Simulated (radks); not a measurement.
Results of a calculation; reference values are marked as such.
Spherical quantum dot in the effective-mass picture: electrons in a well V = -V0 / (1 + exp((r - R)/a)) with V0 = 8.83, R = 3.84, a = 0.33, all in effective atomic units (hartree* = m*/eps^2 hartree, bohr* = eps/m* bohr), one dielectric constant everywhere. Level of theory: non-relativistic Kohn-Sham, PBEsol, spin-polarised, spherical densities (a radial shooting solver with Libxc functionals). Levels are named by radial order and angular momentum (1s, 1p, 1d, 2s, ...), and open shells are averaged over m.

N = 17, configuration 1s2 1p6 1d(up 5, down 4). This is the lowest configuration that the search found. Occupied and some empty levels:

level    occupation  eigenvalue (hartree*)  <r> (bohr*)
1s up             1                -2.4742        2.375
1s down           1                -2.4617        2.371
1p up             3                -2.2545        2.541
1p down           3                -2.2409        2.540
1d up             5                -1.9053        2.678
1d down           4                -1.8911        2.677
1f up             0                -1.4503        2.794
1f down           0                -1.4359        2.794
2s up             0                -1.3544        1.885
2s down           0                -1.3482        1.884
2p up             0               -0.79719        2.206
2p down           0               -0.78856        2.205

Energy (hartree*): total -84.3043, kinetic 12.526, external -140.93, Hartree 50.825, exchange-correlation -6.7248.

Electron density:

r (bohr*)  n(r) (e/bohr*^3)
0.106               0.01113
0.507               0.01545
0.907               0.02829
1.31                0.05416
1.71                0.09336
2.11                 0.1332
2.51                 0.1442
2.91                 0.1046
3.31                0.04259
3.71               0.008577
4.11              0.0009119
4.51             0.00006657
4.91              4.280e-06
5.31              2.784e-07
